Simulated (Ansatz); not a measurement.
The cluster Mg7O7. Charge 0, multiplicity 1. Geometry r2SCAN-D4/def2-SVP.

```xyz
14

Mg    0.2321    0.6894    0.5949
Mg    1.1798    2.8693    2.3484
Mg    0.6940   -2.6405    0.1372
Mg    2.0412   -0.7754    2.4493
Mg   -1.2088   -0.0890   -1.6004
Mg   -0.8074    3.3796   -0.0907
Mg   -1.0197   -2.9896   -2.2672
O     0.1666    3.9944    1.3282
O    -1.7785   -1.3921   -2.7804
O     1.3615    1.0269    2.1233
O    -0.6278   -1.0630    0.2219
O     0.0745   -3.8798   -1.0843
O    -0.9200    1.6382   -0.6757
O     0.6125   -0.7686   -0.7045
```

The structure holds 1 bond(s) between oxygen atoms. Another isomer (singlet) lies 2.17 eV lower at PBE0-D4/def2-TZVP; other spin states weren't run for this one.

Q: Estimate the orbital energies around the gap (eV) in Ansatz with PBE-D4/def2-TZVP, r2SCAN-D4/def2-TZVP, PBE0-D4/def2-TZVP.

A: 
| orbital | PBE-D4/def2-TZVP | r2SCAN-D4/def2-TZVP | PBE0-D4/def2-TZVP |
| --- | --- | --- | --- |
| HOMO−5 | -5.32 | -5.42 | -6.57 |
| HOMO−4 | -4.84 | -4.94 | -6.15 |
| HOMO−3 | -4.47 | -4.61 | -5.72 |
| HOMO−2 | -4.39 | -4.51 | -5.69 |
| HOMO−1 | -4.29 | -4.43 | -5.54 |
| HOMO | -4.25 | -4.18 | -4.76 |
| LUMO | -3.29 | -2.95 | -2.69 |
| LUMO+1 | -2.65 | -2.25 | -2.02 |
| LUMO+2 | -2.00 | -1.70 | -1.26 |
| LUMO+3 | -1.99 | -1.66 | -0.69 |
| LUMO+4 | -1.12 | -0.74 | -0.38 |
| LUMO+5 | -0.98 | -0.72 | -0.13 |
